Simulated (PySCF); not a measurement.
## From a computed spectrum to the compound

A species of 11 atoms with charge 0 has these harmonic modes (B3LYP, small Gaussian bases with core potentials, PySCF 2.14.0):

```
cm⁻¹  km/mol  symmetry
  58     2.9          
  93     2.5          
 142   133.6          
 165    28.0          
 175    15.7          
 175    11.5          
 184    13.4          
 188    28.2          
 251    93.7          
 340    59.9          
 358    80.9          
 414    51.0          
 504    27.1          
 533     4.0          
 550    54.4          
 564    74.3          
 571    60.2          
 815   131.8          
 896    76.5          
 944    62.3          
 963    52.6          
1002    92.4          
3743    85.4          
3751    93.0          
3757    67.9          
3769    55.0          
3778    61.6
```

Q: Which species is it, and in which structure?

A: Bi(OH)5 (singlet):
```xyz
11

Bi   -0.0201    0.0046   -0.0079
O    -0.2585   -0.0620    2.0792
H     0.5875   -0.3692    2.4466
O     2.1053   -0.1400    0.2144
H     2.4440    0.5803    0.7706
O     0.1991    1.7949   -1.0577
H     1.1473    1.8322   -1.2757
O    -2.0990    0.1147   -0.1500
H    -2.4196   -0.0811    0.7480
O     0.1365   -1.7684   -1.0829
H     1.0917   -1.9599   -1.0972
```
Ideal gas at 298.15 K and 1 bar: S = 427.6 J/(mol K), Cp = 157.4 J/(mol K), H − H(0 K) = 30.8 kJ/mol (rigid rotor, harmonic modes, spin degeneracy alone; the modes under 60 cm⁻¹ make these uncertain). 
 Other answers can fit too; this one was computed.
